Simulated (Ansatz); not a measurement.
**Question.** Name a neutral molecule of Al, C, Cl, N with HOMO energy (PBE/def2-TZVPP) between -8.50 and -8.20 eV and HOMO–LUMO gap (PBE/def2-TZVPP) between 5.20 and 5.50 eV (Ansatz, PBE0-D4/def2-TZVP geometry).

**Answer.** `N#[C][Al]([Cl])[Cl]` (-8.47 eV, 5.36 eV). Other molecules can fit too; these were computed, each in one conformer that needn't be the lowest.
